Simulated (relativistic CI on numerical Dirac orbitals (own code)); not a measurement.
**Radial parameters of Tm**

Method of calculation: Dirac-Coulomb-Breit CI, separate exchange-only KLI orbitals for each configuration, model QED (radiative potential, 1s self-energy scaled to tabulated hydrogen-like ionisation energies), valence Slater integrals scaled by 0.85, P86 correlation energy added to each configuration (own radial code, finite nucleus).

Slater integrals F^k, G^k are unscaled and averaged over j, outside the closed core [Xe]; ζ comes from projecting the Hamiltonian with its Breit term on Σ l·s of the shell.

- 4f¹³6s²: ζ(4f) = 2548.7 cm⁻¹; <r>(4f) = 0.8017, <r^2>(4f) = 0.8969 (bohr units).
- 4f¹²6s²5d: F^2(4f,4f) = 128380, F^4(4f,4f) = 80271, F^6(4f,4f) = 57676, ζ(4f) = 2654.2, F^2(4f,5d) = 17733, F^4(4f,5d) = 8052.4, G^1(4f,5d) = 8177.2, G^3(4f,5d) = 6254.1, G^5(4f,5d) = 4672.1, ζ(5d) = 601.71 cm⁻¹; <r>(4f) = 0.7529, <r^2>(4f) = 0.749, <r>(5d) = 3.06, <r^2>(5d) = 12.06 (bohr units).
- 4f¹³6s6p: ζ(4f) = 2535.9, G^3(4f,6s) = 2000.5, F^2(4f,6p) = 3356.2, G^2(4f,6p) = 820.46, G^4(4f,6p) = 713.67, G^1(6s,6p) = 21862, ζ(6p) = 1070.9 cm⁻¹; <r>(4f) = 0.7985, <r^2>(4f) = 0.8813, <r>(6s) = 4.001, <r^2>(6s) = 18.36, <r>(6p) = 5.853, <r^2>(6p) = 39.39 (bohr units).

In this model ζ of a weakly bound d, f or g electron outside closed shells comes out too small, for d by up to a factor of two or three and at times with the wrong sign; that of an outer p electron is too small as well.

For a near-neutral ion this model can misplace configurations by up to about 10,000 cm⁻¹ (more where the count of f electrons changes) and terms by 10 to 25 % of their spread. Rates follow the energies as ν³ (E1, M1) or ν⁵ (E2), so they and the lifetimes can be off by large factors. The fine structure of a lone outer electron comes out too small, for d and f at times inverted, and misplaced configurations move strength between like terms. 13 of the 55 excited levels that our extract of the measured tables holds in this range could be paired (the sources list more); they are missed by 3116 cm⁻¹ on average and 6706 at most, and levels without a partner can miss by more. Some levels of the ground configuration have no partner and can miss by 10 % or more. The computed lowest level isn't the tabulated ground level, which NIST ASD gives as 4f13 (2F*) 6s2 2F°7/2.

Averages of the first 10 configurations, taken without configuration mixing, which lowers the lowest level and can move excited configurations by several eV; other configurations of the list can lie among them:

```csv
Configuration,Parity,States,Average energy above the lowest level (eV)
4f¹³6s²,odd,14,1.9
4f¹²6s²5d,even,910,2.9
4f¹³6s6p,even,168,3.9
4f¹³6s5d,odd,280,4.7
4f¹²6s²6p,odd,546,3.7
4f¹³6s6d,odd,280,6.2
4f¹³6s6f,even,392,7.0
4f¹³6s7s,odd,56,5.4
4f¹²6s6p²,even,2730,6.9
4f¹³6s7p,even,168,6.0
```
